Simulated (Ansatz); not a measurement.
Input for Ansatz (a program for electronic structure): U-revPBE/def2-TZVPP on O2 (SMILES O=O).

Ansatz 0.2 input:
```yaml
crystal:
  periodic: [false, false, false]
  atoms:
    - {symbol: O, position_ang: [0.00000000, -0.00000000, 0.60215214]}
    - {symbol: O, position_ang: [-0.00000000, 0.00000000, -0.60215214]}
basis:
  gaussian:
    orbitals: def2-TZVPP
hamiltonian:
  xc: {name: revPBE}
magnetization: {spin_polarized: true, initial_magnetization: 2}
```

### Question
What total energy does the run end on?

### Answer
-150.3573 hartree.
